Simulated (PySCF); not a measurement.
## Two-component Hartree-Fock for Yb³²⁺ (ytterbium, charge +32)

Start: [Kr] 4d2; 4d3/2 filled at m_j = +1/2, +3/2. Calculated with PySCF 2.14 in an uncontracted even-tempered set (17 s from 3.1 bohr⁻², ratio 2.8; 14 p from 4.1 bohr⁻², ratio 2.8; 9 d from 4.1 bohr⁻², ratio 2.8; 3 f from 15 bohr⁻², ratio 3): generalised Hartree-Fock with the X2C-1e Hamiltonian and a Gaussian nucleus; one run each with spin-orbit coupling (SO) switched off, then screened by Boettger's factors.

```json
{"spinor shell": "1s1/2", "electrons": "2", "ε, spin-free (eV)": "-62905.7", "ε, screened SO (eV)": "-62889.4", "weight of nominal j (screened SO)": "1.000", "rms radius, screened SO (bohr)": "0.0223"}
{"spinor shell": "2s1/2", "electrons": "2", "ε, spin-free (eV)": "-11838.7", "ε, screened SO (eV)": "-11833.1", "weight of nominal j (screened SO)": "1.000", "rms radius, screened SO (bohr)": "0.0901"}
{"spinor shell": "2p1/2", "electrons": "2", "ε, spin-free (eV)": "-10582.8", "ε, screened SO (eV)": "-11327.7", "weight of nominal j (screened SO)": "1.000", "rms radius, screened SO (bohr)": "0.0768"}
{"spinor shell": "2p3/2", "electrons": "4", "ε, spin-free (eV)": "-10582.8", "ε, screened SO (eV)": "-10272.6", "weight of nominal j (screened SO)": "1.000", "rms radius, screened SO (bohr)": "0.0838"}
{"spinor shell": "3s1/2", "electrons": "2", "ε, spin-free (eV)": "-3670.1", "ε, screened SO (eV)": "-3667.9", "weight of nominal j (screened SO)": "1.000", "rms radius, screened SO (bohr)": "0.229"}
{"spinor shell": "3p1/2", "electrons": "2", "ε, spin-free (eV)": "-3283.0", "ε, screened SO (eV)": "-3446.5", "weight of nominal j (screened SO)": "1.000", "rms radius, screened SO (bohr)": "0.220"}
{"spinor shell": "3p3/2", "electrons": "4", "ε, spin-free (eV)": "-3283.0", "ε, screened SO (eV)": "-3213.1", "weight of nominal j (screened SO)": "1.000", "rms radius, screened SO (bohr)": "0.234"}
{"spinor shell": "3d3/2", "electrons": "4", "ε, spin-free (eV)": "-2814.2", "ε, screened SO (eV)": "-2845.0", "weight of nominal j (screened SO)": "1.000", "rms radius, screened SO (bohr)": "0.207"}
{"spinor shell": "3d5/2", "electrons": "6", "ε, spin-free (eV)": "-2814.2", "ε, screened SO (eV)": "-2791.4", "weight of nominal j (screened SO)": "1.000", "rms radius, screened SO (bohr)": "0.211"}
{"spinor shell": "4s1/2", "electrons": "2", "ε, spin-free (eV)": "-1585.8", "ε, screened SO (eV)": "-1585.0", "weight of nominal j (screened SO)": "1.000", "rms radius, screened SO (bohr)": "0.480"}
{"spinor shell": "4p1/2", "electrons": "2", "ε, spin-free (eV)": "-1436.2", "ε, screened SO (eV)": "-1489.8", "weight of nominal j (screened SO)": "0.999", "rms radius, screened SO (bohr)": "0.484"}
{"spinor shell": "4p3/2", "electrons": "4", "ε, spin-free (eV)": "-1436.2", "ε, screened SO (eV)": "-1412.6", "weight of nominal j (screened SO)": "0.999", "rms radius, screened SO (bohr)": "0.511"}
{"spinor shell": "4d3/2", "electrons": "2", "ε, spin-free (eV)": "-1270.1", "ε, screened SO (eV)": "-1277.0", "weight of nominal j (screened SO)": "0.996", "rms radius, screened SO (bohr)": "0.497"}
```

| quantity | spin-free | screened SO |
| --- | --- | --- |
| E (hartree) | -13499.34765 | -13513.17868 |
| M_J | 2 | 2 |
| ⟨J²⟩ | 8.002 | 6.031 |
| ⟨L²⟩ | 12.002 | 10.325 |
| ⟨S²⟩ | 2.000 | 1.581 |

Each row is a mean over spinors that exchange with the open shell spreads, by up to 15.516 eV (4p1/2).

Breit and QED terms are absent; they matter most for the inner s and p1/2 levels.

Densities and radii are taken from the X2C orbitals without a picture-change correction, which distorts them close to the nucleus.

Without spin-orbit coupling the j labels of p, d and f shells carry no meaning; the spin-free column gives the mean over the occupied spinors of each nl shell, and its ⟨J²⟩ belongs to a mixture of degenerate components.
